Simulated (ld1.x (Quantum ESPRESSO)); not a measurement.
Which change was made? (Br, RRKJ)

ld1.x (Quantum ESPRESSO) 7.5 input, shortened:

```
&input
   title='Br', zed=35., rel=1, dft='PBE', iswitch=3,
   config='[Ar] 3d10 4s1.5 4p5.5'
 /
 &inputp
   pseudotype=2, tm=.false., lloc=0,
   nlcc=.false.
 /
3
4P  2  1   5.50   0.00  1.45  1.45  0.0
3D  3  2  10.00   0.00  0.95  0.95  0.0
4S  1  0   1.50   0.00  1.25  1.25  0.0
 &test
   configts(1)='3d10 4s1.5 4p5.5'
 /
```

Cutoffs, loose and tight: the cutoffs (Ry, on a coarse ladder) from which the occupation-weighted sum of valence levels, in a spherical-Bessel basis at the reference potential, stays within 10 and 1 mRy of its value at 400 Ry. They do not see the model core or the augmentation charge, which bear on the density cutoff. Test errors are all-electron minus pseudo excitation energies from the reference, over the configurations 3d10 4s2 4p5; 3d10 4s2 4p4; 3d10 4s2 4p3; 3d9 4s2 4p6; 3d10 4s2 4p5.3; 3d10 4s2 4p2; 3d10 4s2 4p4.5; variants that change the core or the reference have their own tests.

The base gives: outcome: generated; cutoff, loose: 260 Ry; cutoff, tight: over 300 Ry; bound ghosts: none; largest test error (meV): -963.

(1) After one change the result is: outcome: generated; cutoff, loose: 230 Ry; cutoff, tight: 300 Ry; bound ghosts: none; largest test error (meV): -576. Which change was it?
A. all radii scaled by about 0.77 (s 0.96, p 1.12, d 0.74 bohr)
B. all radii scaled by about 0.93 (s 1.16, p 1.36, d 0.88 bohr)
C. all radii scaled by about 1.12 (s 1.40, p 1.62, d 1.06 bohr)
D. all radii scaled by about 1.31 (s 1.64, p 1.90, d 1.24 bohr)

## Answers

(1) C. The others give: all radii scaled by about 1.31 (s 1.64, p 1.90, d 1.24 bohr) → outcome: generated; cutoff, loose: 160 Ry; cutoff, tight: 260 Ry; bound ghosts: none; largest test error (meV): +185 | all radii scaled by about 0.93 (s 1.16, p 1.36, d 0.88 bohr) → outcome: generated; cutoff, loose: 300 Ry; cutoff, tight: over 300 Ry; bound ghosts: p; largest test error (meV): -1212 | all radii scaled by about 0.77 (s 0.96, p 1.12, d 0.74 bohr) → outcome: generated; cutoff, loose: over 300 Ry; cutoff, tight: over 300 Ry; bound ghosts: p; largest test error (meV): -434.
